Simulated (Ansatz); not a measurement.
Computed with Ansatz on PBE0-D4/def2-TZVP structures; ΔE is electronic, products minus reactants. CCSD(T)/CBS adds triple-zeta CCSD(T) − MP2 to the extrapolated MP2 energy (def2 sets, frozen cores). One conformer a species, not always the lowest.

`N[SiH](O)BO` + `B[SiH2]N` → `BBO` + `N[SiH2][SiH](N)O`  (redistribution)

`N[SiH](O)BO`:

Z-matrix (Å, degrees):
```
Si
O 1 1.660
B 1 2.030 2 109.1
N 1 1.717 2 116.9 3 121.4
H 1 1.485 2 103.9 3 -123.3
H 2 0.959 1 115.6 3 -33.0
O 3 1.358 1 116.6 2 30.0
H 3 1.206 1 124.9 2 -150.6
H 4 1.007 1 120.9 2 74.5
H 4 1.007 1 121.5 2 -74.5
H 7 0.962 3 113.9 1 179.3
```

`B[SiH2]N`:

Z-matrix (Å, degrees):
```
Si
N 1 1.724
B 1 2.002 2 111.8
H 1 1.490 2 107.5 3 -124.1
H 1 1.506 2 115.5 3 118.8
H 2 1.007 1 120.4 3 176.1
H 2 1.007 1 119.2 3 -40.9
H 3 1.197 1 120.1 2 -164.6
H 3 1.197 1 122.8 2 18.7
```

`BBO`:

```xyz
7

B     1.103   -0.475   -0.154
B    -0.440    0.166   -0.124
O    -1.059    0.567    1.016
H     1.301   -1.657   -0.095
H     2.071    0.209   -0.333
H    -1.033    0.276   -1.177
H    -1.943    0.913    0.868
```

`N[SiH2][SiH](N)O`:

Cartesian coordinates in Å:
```
N 0.755 1.710 -0.702
Si 0.677 0.923 0.848
Si -0.403 -1.139 0.496
N -0.140 -1.378 -1.177
O -2.004 -1.173 0.917
H -0.111 1.947 -1.162
H 1.416 2.464 -0.818
H 2.091 0.720 1.272
H 0.019 1.725 1.928
H 0.141 -2.235 1.341
H -0.250 -2.255 -1.658
H 0.397 -0.702 -1.696
H -2.589 -0.607 0.410
```

```json
{"species": "`N[SiH](O)BO`", "MP2/def2-TZVPP energy (Eh)": "-522.43544"}
{"species": "`B[SiH2]N`", "MP2/def2-TZVPP energy (Eh)": "-372.03551"}
{"species": "`BBO`", "MP2/def2-TZVPP energy (Eh)": "-127.05609"}
{"species": "`N[SiH2][SiH](N)O`", "MP2/def2-TZVPP energy (Eh)": "-767.42100"}
```

Problem. Work out ΔE.

Solution. ΔE = (-127.05609) + (-767.42100) − (-522.43544) − (-372.03551) = -0.00614 Eh = -16.1 kJ/mol. CCSD(T)/CBS gives -16.5 kJ/mol.

Largest T1 diagnostic among the species: 0.013.

The D4 term adds −3.7 kJ/mol with B3LYP and −2.2 kJ/mol with PBE0; it sums over pairs of atoms, weighted by their polarisabilities, and B3LYP, whose exchange is more repulsive, gets the larger term.

B3LYP here is the variant with VWN-RPA as its local correlation; programs differ in this.
